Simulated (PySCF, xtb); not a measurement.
C2H3N, SMILES [C-]#[N+]C.

The structure is a stationary point at PBE0-D3(BJ)/def2-TZVP.

Level of theory: PySCF with C-PCM-B3LYP/def2-SVP.

The values are the electrostatic part of the solvation free energy, E(continuum) − E(gas) at the gas-phase geometry, in a cavity of scaled van der Waals radii (PySCF's table); cavitation and dispersion terms are not included. In vacuum the orbital gap is 8.85 eV. The dipole moment in vacuum is 3.87 D.

Computed values in water (ε = 78.36), chloroform (ε = 4.71), diethylether (ε = 4.24):
| solvent | ε | ΔG(elec) (kcal/mol) | dipole (D) | gap (eV) |
|---|---|---|---|---|
| water | 78.36 | -5.6 | 4.83 | 9.17 |
| chloroform | 4.71 | -4.3 | 4.60 | 9.10 |
| diethylether | 4.24 | -4.1 | 4.57 | 9.09 |

For comparison, GFN2-xTB/ALPB(water) (xtb, at the GFN2-xTB geometry, all terms of that model) gives -3.1 kcal/mol.
